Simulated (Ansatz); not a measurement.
System: RbCl, charge 0, singlet. RbCl (SMILES [Rb][Cl]).
B3LYP-D3(BJ)/def2-TZVP minimum from Ansatz (a first-principles code):
```
Rb
Cl 1 2.8664
```
Charge 0, spin multiplicity 1.

Total energies in def2-QZVPP, 8 correlated electrons, 9 frozen orbitals. Radicals and triplets start from unrestricted determinants; spin-orbit coupling is neglected. Cores are frozen in correlated methods (noble-gas shells, and filled d and f shells in the p block). Past Kr the def2 sets carry scalar-relativistic core potentials.

```tsv
method	program	energy (Eh)	minus CCSDT(Q) (mEh)
HF	Ansatz	-483.40936	249.37
MP2	Ansatz	-483.63227	26.46
CCSD	Ansatz	-483.64750	11.23
CCSD(T)	Ansatz	-483.65784	0.89
CCSDT(Q)	Ansatz	-483.65873	0.00
```

Rough core times of Ansatz's runs on a shared machine: CCSD(T) under 20 s, CCSDT(Q) 90 s.
